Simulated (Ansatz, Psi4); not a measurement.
Species: CH$_{2}$BO, net charge 0, doublet state. SMILES: C(#[O+])[BH2-]
Coordinates optimised at B3LYP-D3(BJ)/def2-TZVP (Ansatz, a quantum-chemistry and plane-wave program):
```xyz
5

B     -0.2250    -0.0101    -1.3469
H     -0.3344     1.0404    -1.8868
H     -0.2945    -1.0685    -1.8777
C      0.0170     0.0008     0.1019
O      0.2065     0.0092     1.2360
```
Charge 0, spin multiplicity 2.

Wanted: atomisation energy, in kcal/mol. Terms: no spin-orbit coupling; valence correlation only; atomisation electronic, to ground-state atoms; dispersion terms only where a functional's name holds one; 6-31G* and kin with 6d, 5d where marked; UHF or UKS for open shells; non-relativistic. CBS(X,Y): correlation extrapolated as X^-3; Hartree-Fock from the larger set. [CCSD(T)-MP2]/basis is that difference in the basis named. Ab initio and DFT rows: single points at B3LYP-D3(BJ) geometries (Ansatz).

| species | coefficient | E at wB97X-D/6-31G* (Psi4), Eh | E at wB97M-V/def2-TZVPD (Ansatz), Eh |
|---|---|---|---|
| [BH2-]C#[O+] | -1 | -139.28751 | -139.34100 |
| B atom | +1 | -24.64204 | -24.64968 |
| C atom | +1 | -37.83024 | -37.84643 |
| H atom | +2 | -0.50061 | -0.49411 |
| O atom | +1 | -75.03624 | -75.07806 |

Coupled cluster (Ansatz) is a level with limits of its own, used here on species with T1 under 0.025 (0.045 for open shells) and stable references: RI-MP2/CBS(aug-cc-pVTZ,aug-cc-pVQZ)+[CCSD(T)-MP2]/aug-cc-pVTZ. Value to compare with, RI-MP2/CBS(aug-cc-pVTZ,aug-cc-pVQZ)+[CCSD(T)-MP2]/aug-cc-pVTZ (Ansatz): 481.2 kcal/mol. 1 Eh = 627.5095 kcal/mol.

### Question
Work the quantity out at each level, and compare with RI-MP2/CBS(aug-cc-pVTZ,aug-cc-pVQZ)+[CCSD(T)-MP2]/aug-cc-pVTZ (Ansatz).

### Answer

- wB97X-D/6-31G*: the sum of coefficient times E is 0.77777 Eh, or 488.06 kcal/mol. Result: 488.1 kcal/mol. Its difference against RI-MP2/CBS(aug-cc-pVTZ,aug-cc-pVQZ)+[CCSD(T)-MP2]/aug-cc-pVTZ (Ansatz) is 6.9 kcal/mol.
- wB97M-V/def2-TZVPD: the sum of coefficient times E is 0.77861 Eh, or 488.59 kcal/mol. Result: 488.6 kcal/mol. Its difference against RI-MP2/CBS(aug-cc-pVTZ,aug-cc-pVQZ)+[CCSD(T)-MP2]/aug-cc-pVTZ (Ansatz) is 7.4 kcal/mol.
